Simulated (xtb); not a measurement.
C3H9ClSi, SMILES C[Si](C)(C)Cl. All values are semi-empirical tight-binding results from xtb (GFN2-xTB unless named), good for trends rather than for accurate numbers. The structure is a stationary point at GFN2-xTB. The isomer is the one that the SMILES or the coordinates give; other isomers of the formula were not compared.

Optimised geometry:

Bonded distances (Å): C1–Si2 1.905, C1–H6 1.086, C1–H7 1.086, C1–H8 1.086, Si2–C3 1.905, Si2–C4 1.905, Si2–Cl5 2.045, C3–H9 1.086, C3–H10 1.086, C3–H11 1.086, C4–H12 1.085, C4–H13 1.086, C4–H14 1.086. Bond angles (°): Si2–C1–H6 111.3, Si2–C1–H7 111.3, Si2–C1–H8 111.4, H6–C1–H7 107.6, H6–C1–H8 107.6, H7–C1–H8 107.4, C1–Si2–C3 110.7, C1–Si2–C4 110.8, C1–Si2–Cl5 108.2, C3–Si2–C4 110.8, C3–Si2–Cl5 108.2, C4–Si2–Cl5 108.2, Si2–C3–H9 111.3, Si2–C3–H10 111.3, Si2–C3–H11 111.4, H9–C3–H10 107.6, H9–C3–H11 107.4, H10–C3–H11 107.6, Si2–C4–H12 111.3, Si2–C4–H13 111.3, Si2–C4–H14 111.3, H12–C4–H13 107.6, H12–C4–H14 107.6, H13–C4–H14 107.4.

Task: Estimate the properties. (The exact figures need the calculation; the answer reports its results.)

Result: 
| Property | Result |
|---|---|
| point group as xtb finds it | C3v |
| orbital gap | 6.66 eV |
| dipole moment | 2.45 D |
| zero-point energy | 70.3 kcal/mol |
| G − E(el) at 298.15 K (modified RRHO) | 49.6 kcal/mol |
| static polarisability (D4 model) | 79.4 bohr³ |
| solvation energy, GFN2-xTB/ALPB(water) | -1.9 kcal/mol |
| solvation energy, GFN2-xTB/ALPB(octanol) | -4.7 kcal/mol |

Computed atomic charges and the Wiberg bond orders between heavy atoms:
charges (e) C1 -0.20, Si2 0.53, C3 -0.20, C4 -0.20, Cl5 -0.28, H6 0.04, H7 0.04, H8 0.04, H9 0.04, H10 0.04, H11 0.04, H12 0.04, H13 0.04, H14 0.04. Bond orders C1–Si2 0.90, Si2–C3 0.90, Si2–C4 0.90, Si2–Cl5 1.03.
